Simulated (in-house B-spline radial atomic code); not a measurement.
Ionisation energies along the 12-electron series, configuration [Ne] 3s2, as differences of self-consistent energies. NIST's values go from ground level to ground level; the uncertainty of those that are theory runs from under 0.1 % in few-electron ions to several per cent in heavy many-electron ones. Computed with a B-spline radial code for spherical atoms: non-relativistic Hartree-Fock, average of the configuration, point nuclei.

```csv
ion,configuration after,ionisation energy (eV),IE/(q+1)² (eV),-ε less Coulomb ΔSCF (eV),tabulated value (eV),tabulated kind,computed minus tabulated (eV)
Mg,[Ne] 3s1,6.61,6.6077,0.27826,7.646236,measured,-1.04
Al+,[Ne] 3s1,?,?,?,?,measured,?
Si2+,[Ne] 3s1,31.96,3.5509,0.20465,33.493,measured,-1.53
P3+,[Ne] 3s1,49.69,3.1056,0.19326,51.44387,measured,-1.75
S4+,[Ne] 3s1,?,?,?,?,measured,?
Cl5+,[Ne] 3s1,94.68,2.6301,0.18291,96.94,semi-empirical,-2.26
Ar6+,[Ne] 3s1,121.86,2.4869,0.18048,124.41,semi-empirical,-2.55
```

Q: Fill in the row of Al+.

A: ionisation energy (eV): 17.52; IE/(q+1)² (eV): 4.3808; -ε less Coulomb ΔSCF (eV): 0.2268; tabulated value (eV): 18.82855; computed minus tabulated (eV): -1.31.

Q: Fill in the row of S4+.

A: ionisation energy (eV): 70.62; IE/(q+1)² (eV): 2.8247; -ε less Coulomb ΔSCF (eV): 0.1868; tabulated value (eV): 72.5945; computed minus tabulated (eV): -1.98.

Q: How far is this level of theory from the measured and semi-empirical values?

A: Over those 7 rows the differences run from -2.55 to -1.04 eV (mean absolute value 1.8 eV). The calculation leaves out relativity, correlation and, in open shells, the multiplet splittings that an average leaves out.
